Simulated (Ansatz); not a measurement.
`CB(N)S`, relaxed with RKS PBE-D4/def2-SVP in Ansatz 0.2.0 from a rough embedded geometry. The force threshold is 0.03 eV/Å; the program also tests the step.

The species carries charge 0 and has multiplicity 1.

Start:

```xyz
10

C     1.280   -0.377   -0.164
B    -0.124    0.079    0.205
N    -1.252   -0.923    0.197
S    -0.464    1.940    0.662
H     2.056    0.453   -0.123
H     1.324   -0.796   -1.249
H     1.636   -1.190    0.490
H    -1.711   -0.870    1.127
H    -2.034   -0.546   -0.488
H    -0.710    2.230   -0.658
```

Question: How much energy does the relaxation release, and in how many steps? (Best estimate.)

Answer: Ansatz gave: 40.03 kcal/mol, in 15 steps.

Question: Which bonds change most? (Best estimate.)

Answer: Ansatz gave: B2–S4 from 1.946 to 1.840 Å; B2–N3 from 1.509 to 1.409 Å; N3–H9 from 1.106 to 1.020 Å; C1–B2 from 1.522 to 1.585 Å.

Question: Give the relaxed structure. (An estimate is asked.)

Answer: Computed: 
```xyz
10

C     1.304   -0.476   -0.244
B    -0.082    0.225    0.074
N    -1.305   -0.455   -0.087
S    -0.011    1.963    0.672
H     1.930    0.145   -0.917
H     1.184   -1.472   -0.716
H     1.893   -0.616    0.687
H    -2.222   -0.057    0.114
H    -1.344   -1.417   -0.426
H    -1.348    2.160    0.843
```
